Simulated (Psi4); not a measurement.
H3BClFSi (SMILES FB([SiH3])Cl), singlet, geometry from GFN2-xTB; Psi4 with PBE/6-31G, TDA.

The Psi4 input:
```
memory 2 GB

molecule {
0 1
B    -0.07342725   -0.18027696    0.34650567
Cl    1.57609683   -0.56010244    0.02954492
F    -0.54401225   -0.69574342    1.47334974
Si   -1.21204632    0.92800063   -0.85231422
H    -2.53996219    1.17530678   -0.28497434
H    -1.41504388    0.28204551   -2.15340847
H    -0.60674504    2.23545607   -1.12415777
symmetry c1
}

set {
  basis 6-31g
  puream true
  save_jk true
  tdscf_states [5]
  tdscf_tda true
  d_convergence 1e-8
}

energy('td-pbe')
print_variables()
```

What the program printed (banner, timings and long lists left out):

```
   => Loading Basis Set <=

    Name: 6-31G
    Role: ORBITAL
    Keyword: BASIS

         ---------------------------------------------------------
                                   SCF
               by Justin Turney, Rob Parrish, Andy Simmonett
                          and Daniel G. A. Smith
                              RKS Reference
         ---------------------------------------------------------

  ==> Geometry <==

    Molecular point group: c1
    Full point group: C1

    Geometry (in Angstrom), charge = 0, multiplicity = 1:

       Center              X                  Y                   Z               Mass
    ------------   -----------------  -----------------  -----------------  -----------------
         B           -0.130355212927    -0.127091617400     0.290203813874    11.009305360000
         CL           1.519168867073    -0.506917097400    -0.026756936126    34.968852682000
         F           -0.600940212927    -0.642558077400     1.417047883874    18.998403162730
         SI          -1.268974282927     0.981185972600    -0.908616076126    27.976926534650
         H           -2.596890152927     1.228492122600    -0.341276196126     1.007825032230
         H           -1.471971842927     0.335230852600    -2.209710326126     1.007825032230
         H           -0.663673002927     2.288641412600    -1.180459626126     1.007825032230

  Running in c1 symmetry.

  Rotational constants: A =      0.21825  B =      0.09002  C =      0.06510 [cm^-1]
  Rotational constants: A =   6542.98719  B =   2698.67711  C =   1951.73828 [MHz]
  Nuclear repulsion =  184.777355479910398

  Charge       = 0
  Multiplicity = 1
  Electrons    = 48
  Nalpha       = 24
  Nbeta        = 24

  ==> Algorithm <==

  SCF Algorithm Type is DF.
  DIIS enabled.
  MOM disabled.
  Fractional occupation disabled.
  Guess Type is SAD.
  Energy threshold   = 1.00e-06
  Density threshold  = 1.00e-08
  Integral threshold = 1.00e-12

  ==> Primary Basis <==

  Basis Set: 6-31G
    Blend: 6-31G
    Number of shells: 30
    Number of basis functions: 50
    Number of Cartesian functions: 50
    Spherical Harmonics?: true
    Max angular momentum: 1

  ==> DFT Potential <==

   => LibXC <=

    Version 7.1.2
    S. Lehtola, C. Steigemann, M. J. T. Oliveira, and M. A. L. Marques,  SoftwareX 7, 1–5 (2018) (10.1016/j.softx.2017.11.002)

   => Composite Functional: PBE <=

    PBE GGA Exchange-Correlation Functional

    J.P. Perdew et. al., Phys. Rev. Lett., 77(18), 3865-3868, 1996

    Deriv               =              1
    GGA                 =           TRUE
    Meta                =          FALSE

    Exchange Hybrid     =          FALSE
    MP2 Hybrid          =          FALSE

   => Exchange Functionals <=

    1.0000     XC_GGA_X_PBE

   => Correlation Functionals <=

    1.0000     XC_GGA_C_PBE

   => LibXC Density Thresholds  <==

    XC_GGA_C_PBE:  1.00E-12
    XC_GGA_X_PBE:  1.00E-15

   => Molecular Quadrature <=

    Radial Scheme          =       TREUTLER
    Pruning Scheme         =           NONE
    Nuclear Scheme         =       TREUTLER

    Blocking Scheme        =         OCTREE
    BS radius alpha        =              1
    Pruning alpha          =              1
    Radial Points          =             75
    Spherical Points       =            302
    Total Points           =         150850
    Total Blocks           =           1183
    Max Points             =            256
    Max Functions          =             48
    Weights Tolerance      =       1.00E-15

   => Loading Basis Set <=

    Name: (6-31G AUX)
    Role: JKFIT
    Keyword: DF_BASIS_SCF

  ==> Integral Setup <==

  SCF_SUBTYPE=INCORE selected. In-core MEM_DF algorithm will be used.
  Using in-core AOs.

  ==> MemDFJK: Density-Fitted J/K Matrices <==

    J tasked:                   Yes
    K tasked:                    No
    wK tasked:                   No
    Algorithm:                 Core
    Schwarz Cutoff:           1E-12
[...]
  @DF-RKS Final Energy:  -875.67110323276472
    Total Energy =                       -875.6711032327647217
[...]
    Max number of expansion vectors = 1500

  => Iterations <=
                           Max[D[value]]     Max[|R|]   # vectors
  DavidsonSolver iter   1:   2.84929e-01  8.87005e-02     20
  DavidsonSolver iter   2:   1.53246e-02  1.02776e-02     25
  DavidsonSolver iter   3:   1.80192e-04  1.40940e-03     30
  DavidsonSolver iter   4:   2.62035e-06  1.17125e-04     35
  DavidsonSolver iter   5:   2.50447e-08  6.33446e-06     40
  DavidsonSolver iter   6:   5.62443e-11  3.46981e-07     42      Converged

******************************************************************************************
**********                               WARNING                                **********
**********  Length-gauge rotatory strengths are **NOT** gauge-origin invariant  **********
******************************************************************************************

                                    Excitation Energy         Total Energy        Oscillator Strength             Rotatory Strength
     #   Sym: GS->ES (Trans)        au              eV              au          au (length)    au (velocity)    au (length)    au (velocity)
    ---- -------------------- --------------- --------------- --------------- --------------- --------------- --------------- ---------------
     1        A->A (1 A)       0.19969         5.43392        -875.47141       0.0095          0.0003         -0.0032         -0.0012
     2        A->A (1 A)       0.22454         6.11012        -875.44656       0.0118          0.0004          0.0088          0.0042
     3        A->A (1 A)       0.23740         6.46011        -875.43370       0.0145          0.0033          0.0004          0.0002
     4        A->A (1 A)       0.24682         6.71618        -875.42429       0.1102          0.0220         -0.0050         -0.0038
     5        A->A (1 A)       0.26942         7.33135        -875.40168       0.0660          0.0009         -0.0030         -0.0001

Contributing excitations
Only contributions with abs(coeff) > 1.00e-01 will be printed:

Excited State    1 (1 A):   0.19969 au   228.17 nm f = 0.0095
  Sums of squares: Xssq =  1.000000e+00
     23a  ->  25a    -0.265477 ( 7.048%)
     24a  ->  25a     0.958171 (91.809%)

Excited State    2 (1 A):   0.22454 au   202.92 nm f = 0.0118
  Sums of squares: Xssq =  1.000000e+00
     21a  ->  25a    -0.150403 ( 2.262%)
     23a  ->  25a    -0.949826 (90.217%)
     24a  ->  25a    -0.245749 ( 6.039%)

Excited State    3 (1 A):   0.23740 au   191.92 nm f = 0.0145
  Sums of squares: Xssq =  1.000000e+00
     21a  ->  25a    -0.983256 (96.679%)
     23a  ->  25a     0.125441 ( 1.574%)

Excited State    4 (1 A):   0.24682 au   184.61 nm f = 0.1102
  Sums of squares: Xssq =  1.000000e+00
     20a  ->  25a     0.458016 (20.978%)
     22a  ->  25a    -0.861254 (74.176%)
     24a  ->  27a    -0.107921 ( 1.165%)

Excited State    5 (1 A):   0.26942 au   169.12 nm f = 0.0660
  Sums of squares: Xssq =  1.000000e+00
     20a  ->  25a    -0.818532 (66.999%)
     22a  ->  25a    -0.428416 (18.354%)
     24a  ->  26a    -0.246939 ( 6.098%)
     24a  ->  27a     0.164451 ( 2.704%)

******************************************************************************************
**********                               WARNING                                **********
**********       The names of excited state variables changed between 1.5       **********
**********     and 1.6. For a quick solution, remove the symmetry specifier     **********
**********   from the variable name. For full details, see 'Notes on Psivars'   **********
**********                        in the documentation.                         **********
******************************************************************************************

  Variable Map:
  ----------------------------------------------------------------------------
[...]
  Array Variable Map:
  ----------------------------------------------------------------------------
[...]
[...]
```
